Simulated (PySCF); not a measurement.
Bi(H)(SiH3)2 (BiH₇Si₂), SMILES [SiH3][BiH][SiH3].

Coordinates come from a PBE0-D3(BJ)/def2-SVP optimisation. The structure was generated by enumeration; whether it is a known compound was not checked. The def2 effective core potentials stand for the cores of Bi; spin–orbit coupling is left out.

All values below come from B3LYP/def2-TZVP (PySCF).

Symmetry labels are those of the subgroup Cs that the program uses (full group Cs).

Computed valence orbital energies around the gap with their symmetry:
```csv
orbital,symmetry,energy (eV)
HOMO−7,A',-14.04
HOMO−6,A',-9.92
HOMO−5,A',-9.82
HOMO−4,A",-9.57
HOMO−3,A",-9.48
HOMO−2,A',-8.44
HOMO−1,A",-7.37
HOMO,A',-7.04
LUMO,A",-0.88
LUMO+1,A',-0.81
LUMO+2,A',-0.58
LUMO+3,A',0.15
```
